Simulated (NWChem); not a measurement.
System: CH5F2NSn; SMILES [CH3][Sn]([NH2])([F])[F]

NWChem input:

```
start job
memory heap 200 mb stack 900 mb global 1100 mb
geometry units angstroms noautoz
  C     -0.003021     1.989666    -0.741999
  Sn    -0.000229     0.013862     0.022946
  N      0.001373    -1.586995    -1.209857
  F     -1.541255    -0.204211     1.179960
  F      1.542130    -0.200126     1.178956
  H     -0.004620     1.959304    -1.839149
  H     -0.902003     2.501326    -0.374097
  H      0.896070     2.502934    -0.376630
  H     -0.818471    -2.169658    -1.039391
  H      0.823191    -2.167199    -1.040542
end
basis spherical
  C library def2-svp
  Sn library def2-svp
  N library def2-svp
  F library def2-svp
  H library def2-svp
end
ecp
  Sn library def2-ecp
end
dft
  xc mn15
  grid fine
  iterations 150
  mulliken
end
task dft gradient
```

Parts of the log:

```
             Northwest Computational Chemistry Package (NWChem) 7.3.0
             --------------------------------------------------------

 CS  symmetry detected

                             Geometry "geometry" -> ""
                             -------------------------

 Output coordinates in angstroms (scale by  1.889725989 to convert to a.u.)

  No.       Tag          Charge          X              Y              Z
 ---- ---------------- ---------- -------------- -------------- --------------
    1 C                    6.0000    -0.74597037     2.00374947     0.00000000
    2 Sn                  50.0000    -0.03249714     0.00877936     0.00000000
    3 N                    7.0000    -1.30638175    -1.55958505     0.00000000
    4 F                    9.0000     1.11802659    -0.23715709    -1.54169386
    5 F                    9.0000     1.11802659    -0.23715709     1.54169386
    6 H                    1.0000    -1.84353901     2.00183860     0.00000000
    7 H                    1.0000    -0.36617437     2.50653737    -0.89903709
    8 H                    1.0000    -0.36617437     2.50653737     0.89903709
    9 H                    1.0000    -1.15161962    -2.14522763    -0.82083194
   10 H                    1.0000    -1.15161962    -2.14522763     0.82083194

 Effective nuclear repulsion energy (a.u.)     556.3872307914

      Symmetry information
      --------------------

 Group name             Cs
 Group number              2
 Group order               2
 No. of unique centers     7

                                 NWChem DFT Module
                                 -----------------

 Summary of "ao basis" -> "ao basis" (spherical)
 ------------------------------------------------------------------------------
       Tag                 Description            Shells   Functions and Types
 ---------------- ------------------------------  ------  ---------------------
 C                          def2-svp                 6       14   3s2p1d
 Sn                         def2-svp                10       26   4s4p2d
 N                          def2-svp                 6       14   3s2p1d
 F                          def2-svp                 6       14   3s2p1d
 H                          def2-svp                 3        5   2s1p

      Symmetry analysis of basis
      --------------------------

        a'         66
        a"         41

            General Information
            -------------------
          SCF calculation type: DFT
          Wavefunction type:  closed shell.
          No. of atoms     :    10
          No. of electrons :    58
           Alpha electrons :    29
            Beta electrons :    29
          Charge           :     0
          Spin multiplicity:     1
          Use of symmetry is: on ; symmetry adaption is: on
          Maximum number of iterations: 150
          AO basis - number of functions:   107
                     number of shells:    49
          Convergence on energy requested:  1.00D-06
          Convergence on density requested:  1.00D-05
          Convergence on gradient requested:  5.00D-04

              XC Information
              --------------
                         MN15 Method XC Functional
                     Hartree-Fock (Exact) Exchange  0.440
                          MN15 Exchange Functional  1.000
                        MN15 Correlation Potential  1.000

             Grid Information
             ----------------
          Grid used for XC integration:  fine
          Radial quadrature: Mura-Knowles
          Angular quadrature: Lebedev.
          Tag              B.-S. Rad. Rad. Pts. Rad. Cut. Ang. Pts.
          ---              ---------- --------- --------- ---------
          C                   0.70       70          11.0       590
          Sn                  1.45      141          10.0       974
          N                   0.65       70          11.0       590
          F                   0.50       70          11.0       590
          H                   0.35       60          12.0       590
          Grid pruning is: on
          Number of quadrature shells:   531
          Spatial weights used:  Erf1

      Superposition of Atomic Density Guess
      -------------------------------------

 Sum of atomic energies:        -542.04615290

      Non-variational initial energy
      ------------------------------

 Total energy =    -507.382977
 1-e energy   =   -1373.201153
 2-e energy   =     568.390785
 HOMO         =      -0.366444
 LUMO         =      -0.039371

      Symmetry analysis of molecular orbitals - initial
      -------------------------------------------------

  Numbering of irreducible representations:

     1 a'          2 a"

  Orbital symmetries:

[...]

                         DFT ENERGY GRADIENTS

    atom               coordinates                        gradient
                 x          y          z           x          y          z
   1 C      -1.409680   3.786537   0.000000   -0.000595   0.000630   0.000000
   2 Sn     -0.061411   0.016591   0.000000    0.000639   0.000001   0.000000
   3 N      -2.468704  -2.947188   0.000000   -0.002931  -0.003665   0.000000
   4 F       2.112764  -0.448162  -2.913379    0.001281  -0.000001  -0.002070
   5 F       2.112764  -0.448162   2.913379    0.001281  -0.000001   0.002070
   6 H      -3.483784   3.782926   0.000000   -0.000531   0.000124   0.000000
   7 H      -0.691969   4.736669  -1.698934    0.000145   0.000316  -0.000391
   8 H      -0.691969   4.736669   1.698934    0.000145   0.000316   0.000391
   9 H      -2.176246  -4.053892  -1.551147    0.000284   0.001141   0.002038
  10 H      -2.176246  -4.053892   1.551147    0.000284   0.001141  -0.002038
```

Level: MN15/def2-SVP with def2 effective core potentials on Sn. All runs use the structure optimised with PBE0/def2-SVP. Not confirmed as a minimum by frequencies. def2 effective core potentials on Sn; no spin-orbit coupling.
